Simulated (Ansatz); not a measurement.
A run for Ansatz (a quantum-chemistry and plane-wave program): R-RI-MP2/def2-QZVPPD on AsH3 (SMILES [AsH3]) with ghost functions, monomers drawn apart or pushed together. Files ending in .json are basis or fitting sets from the Basis Set Exchange. The run froze 14 orbitals, filled d shells among them.

Ansatz 0.2 input:
```yaml
crystal:
  periodic: [false, false, false]
  atoms:
    - {symbol: As, position_ang: [0.18151499, 0.61603333, 3.20832806]}
    - {symbol: H, position_ang: [-0.70269628, -0.62605492, 3.15617849]}
    - {symbol: H, position_ang: [-0.43716233, 1.18094770, 1.93339408]}
    - {symbol: H, position_ang: [-0.82502649, 1.35724160, 4.08507346]}
basis:
  gaussian:
    orbitals: def2-QZVPPD.json
    fitting: {mean_field: def2-universal-JKFIT, correlation: def2-QZVPPD-RIFIT.json}
    ghost_atoms:
      - {symbol: Cl, position_ang: [0.45832448, -1.35212139, 0.35968767]}
      - {symbol: H, position_ang: [-0.71681046, -0.95719140, 0.68776499]}
magnetization: {spin_polarized: false}
correlation: {method: mp2, electrons: outside_noble_gas}
scf: {lower_state_search: off}
```

The log:

```
Functional definition: HF
[...]
these checks for a lower state are left out or cut short: stability, starts, cluster_reference, orbital_swaps, neighbouring_geometries, increment
integrals: 0.35 GiB planned
466 factors; integrals over basis functions are off by at most 2.6e0 eV
mean field: 0.57 GiB planned
mean field evaluation 1: about -60843.5291 eV, gradient 8.8e0 eV
mean field evaluation 2: about -60843.9619 eV, gradient 2.9e0 eV
mean field evaluation 4: about -60844.0278 eV, gradient 2.5e-1 eV
mean field -60844.02825404 eV, -2235.9767967723 hartree, gradient 7.5e-7 eV, S^2 0.000000; 0 other end points of the search recorded, 0 dependent functions left out
14 core orbitals not correlated
757 factors; their error is unknown
reference -60844.02825404 eV, -2235.9767967723 hartree; 4, 4 occupied and 288, 288 virtual orbitals, 757 factors
second order -4.59289889 eV of doubles, -0.00000000 eV of singles
Total energy: -60848.62115293 eV, -2236.1455826934 hartree
Checks for a lower state left out: stability, starts, cluster_reference, orbital_swaps, neighbouring_geometries, increment
```

The run converged.

Cost: about 2.6 core-seconds (a rough figure).
